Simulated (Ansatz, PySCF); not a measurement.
Species: C2H6ClSi, charge 0, multiplicity 2. It need not be the lowest isomer of its formula. 
Coordinates optimised at B3LYP-D3(BJ)/def2-TZVP (Ansatz, an electronic-structure program):
```
Si
C 1 1.8774
H 2 1.0899 1 111.25
H 2 1.0920 3 108.55 1 -121.45
H 2 1.0940 3 108.37 4 -117.68
C 1 1.8774 2 111.78 3 177.95
H 6 1.0899 1 111.25 2 -177.95
H 6 1.0920 7 108.55 1 121.45
H 6 1.0940 7 108.37 8 117.68
Cl 1 2.0898 2 107.91 3 59.44
```
Charge 0, spin multiplicity 2.

Dipole moments at this geometry, in debye (magnitudes).

```
level                    program  dipole (D)
-----------------------  -------  ----------
PBE/def2-TZVPD             PySCF        2.14
BLYP/def2-TZVPD           Ansatz        2.10
revPBE/def2-TZVPD         Ansatz        2.12
r2SCAN/def2-TZVPD         Ansatz        2.18
B97M-V/def2-TZVPD         Ansatz        2.15
B3LYP/def2-TZVPD          Ansatz        2.17
PBE0/def2-TZVPD           Ansatz        2.21
BHLYP/def2-TZVPD          Ansatz        2.23
M06-2X/def2-TZVPD          PySCF        2.23
LC-wPBE/def2-TZVPD        Ansatz        2.27
wB97M-V/def2-TZVPD        Ansatz        2.17
wB97X-V/def2-TZVPD        Ansatz        2.23
CCSD(T)/aug-cc-pV(D+d)Z   Ansatz        2.12
```
